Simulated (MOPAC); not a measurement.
Input file for MOPAC: PM7 on CH6GaN (SMILES [CH3][GaH][NH2]), a point of a torsion scan.

```
PM7 1SCF PRECISE CHARGE=0 THREADS=1
CH6GaN

C     -1.54339939 1     0.14428825 1    -0.22413991 1
Ga     0.25470365 1    -0.38371237 1     0.53456203 1
N      1.77121848 1     0.19572993 1    -0.35680887 1
H     -2.37653012 1    -0.05454407 1     0.45283852 1
H     -1.53650447 1     1.20918709 1    -0.47132340 1
H     -1.71929950 1    -0.40321797 1    -1.15339733 1
H      0.41141953 1    -1.35966839 1     1.77247484 1
H      2.18739906 1     1.08828274 1    -0.10701760 1
H      2.54978258 1    -0.45271323 1    -0.45228315 1
```

Program output:

```
*******************************************************************************
 **                                                                           **
 **                              MOPAC v23.2.5                                **
 **                                                                           **
 *******************************************************************************
 ** MOPAC's Digital Object Identifier: https://doi.org/10.5281/zenodo.6511958 **
 **                                                                           **
 ** Please cite the open-source release paper for use of this MOPAC version:  **
 ** J. E. Moussa and J. J. P. Stewart (2026)                                  **
 ** MOPAC: An open-source semiempirical molecular orbital program             **
 ** J. Open Source Softw., 11(119), 8025, https://doi.org/10.21105/joss.08025 **
 *******************************************************************************

                              PM7 CALCULATION RESULTS

 *******************************************************************************
 *  PM7        - The PM7 Hamiltonian to be used
 *
 *
 *
 *                 CHARGE ON SYSTEM = 0
 *
 *
 *
 *  PRECISE    - TIGHTER CRITERIA TO BE USED
 *  1SCF       - DO 1 SCF AND THEN STOP
 *  THREADS=1  - MULTI-THREADING NOT USED
 *  T=         - A TIME OF 172800.0 SECONDS REQUESTED
 *  DUMP=N     - RESTART FILE WRITTEN EVERY 7200.0 SECONDS REQUESTED
 *******************************************************************************
PM7 1SCF PRECISE CHARGE=0 THREADS=1
 CH6GaN

   ATOM   CHEMICAL          X               Y               Z
  NUMBER   SYMBOL      (ANGSTROMS)     (ANGSTROMS)     (ANGSTROMS)

     1       C         -1.54339939  *   0.14428825  *  -0.22413991  *
     2      Ga          0.25470365  *  -0.38371237  *   0.53456203  *
     3       N          1.77121848  *   0.19572993  *  -0.35680887  *
     4       H         -2.37653012  *  -0.05454407  *   0.45283852  *
     5       H         -1.53650447  *   1.20918709  *  -0.47132340  *
     6       H         -1.71929950  *  -0.40321797  *  -1.15339733  *
     7       H          0.41141953  *  -1.35966839  *   1.77247484  *
     8       H          2.18739906  *   1.08828274  *  -0.10701760  *
     9       H          2.54978258  *  -0.45271323  *  -0.45228315  *



          CARTESIAN COORDINATES

    NO.       ATOM           X           Y           Z

     1         C         -1.5434      0.1443     -0.2241
     2        Ga          0.2547     -0.3837      0.5346
     3         N          1.7712      0.1957     -0.3568
     4         H         -2.3765     -0.0545      0.4528
     5         H         -1.5365      1.2092     -0.4713
     6         H         -1.7193     -0.4032     -1.1534
     7         H          0.4114     -1.3597      1.7725
     8         H          2.1874      1.0883     -0.1070
     9         H          2.5498     -0.4527     -0.4523

 General Reference for PM7:
 "Optimization of Parameters for Semiempirical Methods VI: More Modifications to the
 NDDO Approximations and Re-optimization of Parameters", J. J. P. Stewart, J. Mol. Mod., 1:32, 19 (2013)
 https://link.springer.com/article/10.1007/s00894-012-1667-x

           Empirical Formula: C H6 N Ga  =     9 atoms



      MOLECULAR POINT GROUP   :   C1


      RHF CALCULATION, NO. OF DOUBLY OCCUPIED LEVELS = 9


 -------------------------------------------------------------------------------
 PM7 1SCF PRECISE CHARGE=0 THREADS=1
 CH6GaN



     1SCF WAS SPECIFIED, SO BFGS WAS NOT USED
     SCF FIELD WAS ACHIEVED


                              PM7 CALCULATION
                                                       MOPAC v23.2.5 Linux




          FINAL HEAT OF FORMATION =          2.62978 KCAL/MOL =      11.00300 KJ/MOL


          COSMO AREA              =        105.22 SQUARE ANGSTROMS
          COSMO VOLUME            =         86.73 CUBIC ANGSTROMS

          IONIZATION POTENTIAL    =          8.906975 EV
          HOMO LUMO ENERGIES (EV) =         -8.907  1.124
          NO. OF FILLED LEVELS    =          9
          MOLECULAR WEIGHT        =        101.8001         POINT GROUP:  C1

          MOLECULAR DIMENSIONS (Angstroms)

            Atom       Atom       Distance
            H     9    H     4     5.02457
            H     7    H     5     3.53648
            H     8    H     6     2.48296


          SCF CALCULATIONS        =          1





   ATOM   CHEMICAL          X               Y               Z
  NUMBER   SYMBOL      (ANGSTROMS)     (ANGSTROMS)     (ANGSTROMS)

     1       C         -1.54339939  *   0.14428825  *  -0.22413991  *
     2      Ga          0.25470365  *  -0.38371237  *   0.53456203  *
     3       N          1.77121848  *   0.19572993  *  -0.35680887  *
     4       H         -2.37653012  *  -0.05454407  *   0.45283852  *
     5       H         -1.53650447  *   1.20918709  *  -0.47132340  *
     6       H         -1.71929950  *  -0.40321797  *  -1.15339733  *
     7       H          0.41141953  *  -1.35966839  *   1.77247484  *
     8       H          2.18739906  *   1.08828274  *  -0.10701760  *
     9       H          2.54978258  *  -0.45271323  *  -0.45228315  *

                             CARTESIAN COORDINATES

   1    C       -1.543399390     0.144288250    -0.224139910
   2   Ga        0.254703650    -0.383712370     0.534562030
   3    N        1.771218480     0.195729930    -0.356808870
   4    H       -2.376530120    -0.054544070     0.452838520
   5    H       -1.536504470     1.209187090    -0.471323400
   6    H       -1.719299500    -0.403217970    -1.153397330
   7    H        0.411419530    -1.359668390     1.772474840
   8    H        2.187399060     1.088282740    -0.107017600
   9    H        2.549782580    -0.452713230    -0.452283150


           Empirical Formula: C H6 N Ga  =     9 atoms



      MOLECULAR POINT GROUP   :   C1


                  EIGENVALUES
 -34.25287 -24.35207 -17.31807 -15.33553 -13.66447 -13.38023 -12.56679 -10.72879
  -8.90698   1.12423   2.82669   2.91521   3.80844   6.07825   6.11646   6.70794
   7.33746   7.40295


              NET ATOMIC CHARGES AND DIPOLE CONTRIBUTIONS

  ATOM NO.   TYPE          CHARGE      No. of ELECS.   s-Pop       p-Pop
    1          C          -0.629118        4.6291     1.06059     3.56853
    2         Ga           0.514886        2.4851     1.14634     1.33877
    3          N          -0.887231        5.8872     1.63120     4.25603
    4          H           0.149013        0.8510     0.85099
    5          H           0.154568        0.8454     0.84543
    6          H           0.155687        0.8443     0.84431
    7          H           0.027443        0.9726     0.97256
    8          H           0.260218        0.7398     0.73978
    9          H           0.254534        0.7455     0.74547
 DIPOLE           X         Y         Z       TOTAL
 POINT-CHG.    -0.476    -1.034     2.179     2.458
 HYBRID         0.789     0.582    -0.281     1.020
 SUM            0.313    -0.452     1.897     1.975


          ATOMIC ORBITAL ELECTRON POPULATIONS

     Atom    s        px        py        pz
    1  C   1.06059   1.18289   1.19279   1.19284
    2 Ga   1.14634   0.58116   0.30075   0.45686
    3  N   1.63120   1.27511   1.22128   1.75964
    4  H   0.85099
    5  H   0.84543
    6  H   0.84431
    7  H   0.97256
    8  H   0.73978
    9  H   0.74547

 **********************
 *                    *
 * JOB ENDED NORMALLY *
 *                    *
 **********************




 == MOPAC DONE ==
```

The run finished.

Cost: very roughly 0.05 core-seconds.
